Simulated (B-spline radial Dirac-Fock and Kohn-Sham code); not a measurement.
# Binding energies of Ta at several levels of theory

System: the Ta atom, [Xe] 4f14 5d4 6s1 (not the ground configuration).

The density-functional columns are spherical, spin-unpolarised Dirac-Kohn-Sham results without Breit or QED terms: −ε is minus the orbital energy of the initial state and ΔSCF the difference of two total energies. The reference in the last column comes from relaxed Dirac-Fock hole states (ΔSCF) with Breit and QED corrections and a finite nucleus. All numbers are from a radial B-spline solver, in eV; a selection of levels is shown. The Kohn-Sham columns are given as differences from the reference. For the 1s level of heavy atoms much of the gap between ΔSCF and the reference is the Breit and QED part, -333.6 eV here; for other levels the error of the functional can be larger.

```
     level  LDA −ε − DF  LDA ΔSCF − DF  Dirac-Fock
    K (1s)       -218.9         +322.2     67414.3
   L1 (2s)       -154.0          -57.9     11691.9
L2 (2p1/2)       -107.7          +16.9     11140.5
L3 (2p3/2)       -120.6          -13.4      9884.6
   M1 (3s)        -77.5          -52.0      2718.7
M2 (3p1/2)        -60.3          -32.6      2475.9
M3 (3p3/2)        -59.5          -34.6      2202.0
M4 (3d3/2)        -38.1           -7.5      1797.4
M5 (3d5/2)        -39.2           -9.7      1738.9
   N1 (4s)        -39.4          -29.0       575.9
N2 (4p1/2)        -32.0          -21.6       475.3
N3 (4p3/2)        -32.2          -22.2       412.4
N4 (4d3/2)        -20.3          -10.7       247.1
N5 (4d5/2)        -20.4          -10.9       235.6
N6 (4f5/2)         -4.4           +4.1       28.67
N7 (4f7/2)         -4.5           +3.9       26.78
O2 (5p1/2)         -4.7           +0.7       49.04
O3 (5p3/2)         -4.9           +0.2       40.44
 O4,5 (5d)         -1.9           +1.8        4.78
   P1 (6s)         -1.1           +1.8        6.27
```

Values without a named source are computed, but for edge energies of neutral atoms, which are taken from tables.
